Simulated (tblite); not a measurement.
Compound: C₄H₉PSi.
Z-matrix (Å and degrees, GFN2-xTB geometry), rows numbered from 1:
```
C 
C   1  1.3248
C   2  1.4617  1  123.99
P   3  1.8684  2  118.77  1  -128.89
C   3  1.5076  2  121.37  1   153.88
Si  5  1.8925  3  122.60  4  -115.30
H   1  1.0759  2  121.89  3   179.88
H   1  1.0777  2  121.65  3    -0.27
H   2  1.0832  1  120.26  3  -179.38
H   3  1.0884  2  113.82  1     7.77
H   4  1.4035  3   94.70  5    93.42
H   5  1.0890  3  112.58  4   103.83
H   6  1.4659  5  111.07  3    65.06
H   6  1.4622  5  107.24  3  -175.33
H   6  1.4648  5  107.97  3   -55.41
```

Computed with GFN2-xTB (tblite): harmonic, unscaled wavenumbers at the GFN2-xTB geometry, gas phase. Errors from tens to a few hundred cm⁻¹ against measured bands are possible. Modes of hydrogen on phosphorus and silicon can be 10 to 20 % off. One conformer, not necessarily the lowest.

Harmonic wavenumbers (cm⁻¹): 75.0, 110.7, 153.3, 190.1, 264.6, 314.6, 434.3, 513.1, 546.2, 595.0, 627.6, 694.9, 736.8, 764.6, 775.8, 790.1, 797.8, 869.1, 882.8, 926.6, 988.5, 1014.3, 1026.8, 1075.5, 1206.4, 1236.3, 1252.6, 1316.2, 1416.8, 1684.2, 2220.9, 2244.6, 2255.5, 2279.0, 2967.8, 2985.9, 3043.2, 3101.6, 3132.4.

A = 2736, B = 1768, C = 1202 MHz; mass 116.021 u (most abundant isotopes); point group C1, symmetry number 1.

**Question.** Zero-point energy?

**Answer.** ½Σν̃ = 23756 cm⁻¹ = 67.92 kcal/mol.

**Question.** What is S at 200 K and 1 bar for an ideal gas of classical rigid rotors and harmonic oscillators?

**Answer.** Translation 38.20, rotation 27.21, vibration 12.39: S = 77.8 cal/(mol K).

**Question.** And Cp and H(200 K) − H(0)?

**Answer.** Cp = 23.62 cal/(mol K), of which vibrations give 15.67 (their classical limit is 39 R = 77.5); H(200 K) − H(0) = 3.04 kcal/mol without the zero-point energy, 1.45 from vibrations.

**Question.** Which modes carry the vibrational entropy at 200 K?

**Answer.** 75.0 cm⁻¹: 3.24; 110.7 cm⁻¹: 2.49; 153.3 cm⁻¹: 1.89; 190.1 cm⁻¹: 1.51; 264.6 cm⁻¹: 0.98; 314.6 cm⁻¹: 0.74 cal/(mol K); the other 33 give 1.54 together.

**Question.** What must be added to the electronic energy to get the Gibbs energy at 200 K and 1 bar?

**Answer.** ZPE + [H(200 K) − H(0)] − T·S = 67.92 + 3.04 − 15.56 = 55.40 kcal/mol.

**Question.** How do the functions run with temperature in this model?

**Answer.** 
| T (K) | S (cal/(mol K)) | Cp (cal/(mol K)) | H − H(0) (kcal/mol) | G − H(0) (kcal/mol) | ln q(vib) |
| --- | --- | --- | --- | --- | --- |
| 100 | 64.8 | 15.3 | 1.11 | -5.37 | 0.86 |
| 300 | 89.2 | 33.1 | 5.87 | -20.88 | 4.48 |
| 500 | 109.8 | 47.9 | 14.08 | -40.83 | 8.51 |
| 800 | 135.5 | 61.1 | 30.62 | -77.77 | 14.45 |
| 1000 | 149.7 | 66.6 | 43.42 | -106.33 | 18.15 |

q(vib) and H(0) count from the zero-point level.

Hindered rotation and anharmonicity are outside this model. Other conformers, if any are populated, would add a mixing term that is left out. The structure is chiral; the term R ln 2 for an equal mix with its mirror image is left out.

Hardware: an Arm Neoverse V2 with one thread (shared host). Cost: 0.36 s of wall time. This covers the Hessian and the dipole derivatives.
